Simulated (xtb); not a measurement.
xtb input:

```bash
xtb mol.xyz --gfn 1 --sp --chrg 1 --uhf 0
```
mol.xyz:
```
17

C     -2.87399848    -0.43699330    -0.39995362
C     -1.43998840    -0.72562350    -0.82934071
C     -0.41921429     0.01339793     0.03741689
C      1.00758881    -0.28600400    -0.40498415
C      2.09509353     0.33465907     0.31154293
O      1.86982116     1.11149911     1.28702783
H     -3.04734821    -0.74673050     0.63238022
H     -3.58119250    -0.97378806    -1.03122909
H     -3.10225438     0.62788637    -0.47499342
H     -1.24668301    -1.80149691    -0.77628880
H     -1.30119641    -0.43671356    -1.87574069
H     -0.54082890    -0.27393006     1.08473346
H     -0.59533467     1.09066253    -0.01456475
H      1.24591420    -1.36698198    -0.39949776
H      1.19292128    -0.04026483    -1.46828402
H      3.13314299     0.14769400     0.02798853
H      2.66740341     1.48505291     1.71118562
```

Q: Predict the final energy.

A: -20.69943 Eh (GFN1-xTB).

It need not be the lowest isomer of its formula.
